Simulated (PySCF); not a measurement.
Level of theory: PySCF, PBE0, basis Hg x2c-TZVPall, H x2c-TZVPall (spin-free X2C, no spin–orbit coupling, density fitting). Open shells, if any, are unrestricted.

Q: What shape and geometry does isolated singlet HgH2 take (every ligand bound to Hg)?

A: Counting electrons, mercury keeps none of its valence electrons outside its bonds, so the VSEPR class is AX2 and the expected shape is linear (D∞h), as computed. The lowest minimum found is a singlet of D∞h symmetry with Hg–H 1.642 Å (×2); H–Hg–H 180.0°. Its harmonic wavenumbers are 843 (πu), 1968 (σu+), 2082 (σg+) cm⁻¹ and its dipole moment is 0.00 D.

Stability towards spin polarisation was not tested. With an element this heavy the missing spin–orbit coupling can shift these numbers.
